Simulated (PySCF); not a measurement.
B9H9Sb (charge -1).
Cartesian coordinates in Å at the PBE0-D3(BJ)/def2-SVP level; atoms count from 1:
```
atom  x, y, z in Å
B1     0.1845    0.6922   -1.4328
B2    -0.2502    1.0333    1.2097
B3     1.2981    0.9365    0.0978
B4     1.0760   -0.6575   -0.6769
B5    -0.7452   -0.7582   -0.9639
B6     0.7788   -0.4244    1.1315
Sb7   -0.0938    2.6763   -0.3558
B8    -1.0434   -0.5241    0.8439
B9     0.0535   -1.6813    0.2311
B10   -1.3638    0.7905   -0.3223
H11    0.3612    0.8842   -2.6130
H12   -0.4494    1.5148    2.3002
H13    2.4315    1.3337    0.2336
H14    2.0130   -1.1276   -1.2817
H15   -1.3934   -1.3157   -1.8195
H16    1.4570   -0.6884    2.0977
H17   -1.9523   -0.8767    1.5600
H18    0.0951   -2.8746    0.3919
H19   -2.5202    1.0605   -0.5470
```

Method used: PySCF 2.14.0, PBE0-D3(BJ)/def2-SVP geometry optimisation, gas phase, def2 core potentials past Kr.

Masses are those of the commonest isotopes; rigid-rotor values at the optimised geometry. 

(1) What are A, B and C (MHz)?

(2) What kind of rotor is it?

(3) Where do the R-branch lines fall?

Results:

(1) Ia = 204.78, Ib = 643.02, Ic = 643.06 u·Å²; 505379 MHz·u·Å²/I gives A = 2468, B = 785.9, C = 785.9 MHz.

(2) A prolate symmetric top, as the point group C4v requires two equal moments: κ = (2 × 785.9 − 2468 − 785.9)/(2468 − 785.9) = -1.00.

(3) The dipole of 7.88 D (about the centre of mass, as the species is charged) lies along the symmetry axis, so ΔK = 0 and J+1 ← J falls at 2B(J+1) for every K: 1.57 GHz, 3.14 GHz, 4.72 GHz, 6.29 GHz, 7.86 GHz for J = 0 to 4.

PBE0-D3(BJ)/def2-SVP frequencies: not computed here. The geometry's basis has no diffuse functions, a weakness for an anion. Constants of a rigid frame at the computed geometry: no zero-point averaging, no centrifugal distortion.

On an Arm Neoverse V1 with one thread (shared host), this took 5.7 min and 0.99 GiB of memory at its peak. This is the geometry optimisation.
